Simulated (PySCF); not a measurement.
C2H5FN2Si, SMILES N[Si@@H]1C=N[C@@H]1F.

The structure is a stationary point at PBE0-D3(BJ)/def2-SVP. The structure was generated by enumeration; whether it is a known compound was not checked. The values are those of a single conformer.

Calculation: TDDFT-PBE/def2-SVPD (PySCF 2.14.0).

Vertical excitations. 

| state | energy (eV) | λ (nm) | f | main pairs |
|---|---|---|---|---|
| S1 | 3.73 | 332 | 0.001 | HOMO→LUMO 93 % |
| S2 | 4.09 | 303 | 0.001 | HOMO−1→LUMO 93 % |
| S3 | 5.28 | 235 | 0.006 | HOMO→LUMO+1 86 %, HOMO−2→LUMO 14 % |
| S4 | 5.30 | 234 | 0.003 | HOMO−2→LUMO 84 %, HOMO→LUMO+1 14 % |
| S5 | 5.66 | 219 | 0.000 | HOMO→LUMO+2 100 % |
| S6 | 5.83 | 213 | 0.016 | HOMO−1→LUMO+1 98 % |
| S7 | 6.24 | 199 | 0.014 | HOMO→LUMO+3 99 % |
| S8 | 6.45 | 192 | 0.037 | HOMO−1→LUMO+2 72 %, HOMO−4→LUMO 12 % |
| S9 | 6.48 | 191 | 0.006 | HOMO−4→LUMO 83 % |
| S10 | 6.65 | 186 | 0.023 | HOMO→LUMO+4 83 % |
| T1 | 3.05 | 406 | 0 | HOMO→LUMO 98 % |
| T2 | 3.81 | 326 | 0 | HOMO−1→LUMO 97 % |
| T3 | 4.96 | 250 | 0 | HOMO−3→LUMO 49 %, HOMO−2→LUMO 47 % |
| T4 | 5.14 | 241 | 0 | HOMO→LUMO+1 93 % |
Triplets are in the Tamm–Dancoff approximation, which puts them higher than full response would, so one can lie above its singlet here.
